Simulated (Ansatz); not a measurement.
Ansatz (a program for electronic structure) input:

Ansatz 0.2 input:
```yaml
crystal:
  periodic: [false, false, false]
  atoms:
    - {symbol: Si, position_ang: [0.29559365, 0.14303420, -0.16614320]}
    - {symbol: O, position_ang: [-0.12344061, -1.29266992, -0.85659991]}
    - {symbol: O, position_ang: [-0.99083940, 1.16519103, -0.28383740]}
    - {symbol: O, position_ang: [0.59659472, -0.12302277, 1.43141073]}
    - {symbol: H, position_ang: [-0.37949400, -1.28410967, -1.78359362]}
    - {symbol: H, position_ang: [-0.91105382, 2.03184893, 0.12542082]}
    - {symbol: H, position_ang: [1.29371905, -0.74620474, 1.65639036]}
basis:
  gaussian:
    orbitals: def2-TZVPD
hamiltonian:
  xc: {name: wB97X}
magnetization: {spin_polarized: true, initial_magnetization: 1}
```

**Question.** Predict the final energy.

**Answer.** -517.12128 Eh (wB97X/def2-TZVPD). The basis has 190 functions.

It need not be the lowest isomer of its formula.
